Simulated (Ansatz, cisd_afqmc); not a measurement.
Species: Tc, charge 0, sextet.

Total energies in def2-QZVPP, 7 correlated electrons, 4 frozen orbitals. Radicals and triplets start from unrestricted determinants; spin-orbit coupling is neglected. Cores are frozen in correlated methods (noble-gas shells, and filled d and f shells in the p block). Past Kr the def2 sets carry scalar-relativistic core potentials. AFQMC/CISD: phaseless, guided by CISD from CCSD amplitudes; bars are statistical, one sigma. Outlying blocks are dropped, and bars are widened where a walk drifts. Over all cases where full CI ran beside it in this data, AFQMC minus full CI had a median of +0.1 mEh and passed +0.4 mEh in a tenth of the cases. The UHF reference of Tc ([Tc], sextet) is spin-contaminated (<S^2> up to 0.04 over the pure value in the sets run).

```tsv
method	program	energy (Eh)	minus CCSDT(Q) (mEh)
HF	Ansatz	-80.11355	145.04
MP2	Ansatz	-80.24140	17.19
CCSD	Ansatz	-80.25189	6.70
CCSD(T)	Ansatz	-80.25783	0.76
CCSDT(Q)	Ansatz	-80.25859	0.00
AFQMC/CISD	cisd_afqmc	-80.2578 ± 0.0003	0.7 ± 0.3
```

Ansatz is an electronic-structure program.
